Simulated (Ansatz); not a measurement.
`[SiH3][CH2][SbH2]` + NH₃ → `[NH2][SbH2]` + `C[SiH3]` at 400 K and 1 bar (ligand exchange at the Sb–C bond).

Isolated molecules relaxed with PBE0-D4/def2-TZVP in Ansatz; ΔE leaves out vibrations. CBS: MP2 limit from def2 TZ/QZ plus the TZ coupled-cluster correction, frozen cores. This one scheme is used for every species. def2 core potentials past Kr. For Sb outer-core shells are correlated without core-valence functions, which leaves a few kJ/mol of doubt a bond.

```csv
species,CCSD(T)/CBS energy (Eh),H − E (kJ/mol),S (J/(mol·K))
`[SiH3][CH2][SbH2]`,-571.33795,201.3,377.0
NH₃,-56.50880,104.2,203.1
`[NH2][SbH2]`,-297.10356,122.5,298.1
`C[SiH3]`,-330.73916,180.9,277.1
```

H − E and S are ideal-gas, rigid-rotor, harmonic terms from PBE0-D4/def2-TZVP, for one conformer and one mirror image of each species. 1 Eh = 2625.50 kJ/mol, R = 8.31446 J/(mol·K).

Problem. By hand: ΔE, ΔH, ΔS and ΔG.

Solution. ΔE = (-297.10356) + (-330.73916) − (-571.33795) − (-56.50880) = 0.00403 Eh = 10.6 kJ/mol. Δ(H − E) = 122.5 + 180.9 − 201.3 − 104.2 = -2.1, so ΔH = 8.5 kJ/mol. ΔS = 298.1 + 277.1 − 377.0 − 203.1 = -4.9 J/(mol·K). ΔG = 8.5 − 400 × (-4.9)/1000 = 10.5 kJ/mol.

Problem. By hand: the equilibrium constant, and the temperature at which ΔG would vanish if ΔH and ΔS stayed fixed.

Solution. log₁₀ K = −ΔG/(RT ln 10) = -1.4. ΔH and −TΔS have one sign here, so there is no such temperature. One of them is within its doubt of zero, so this could turn.

The number of gas molecules stays the same, so ΔS is small and ΔH decides. A doubt of 5 kJ/mol in ΔE shifts log₁₀ K by 0.7 here. Other conformers and mirror images would add mixing entropy, several J/(mol·K) or more a flexible species. Modes under 60 cm⁻¹, often nearly free rotors, make the harmonic entropy too high. These are equilibria of isolated gas molecules and say nothing of rates. Largest T1 diagnostic: 0.013 (customary marks: 0.02 for closed shells, 0.045 for open ones).
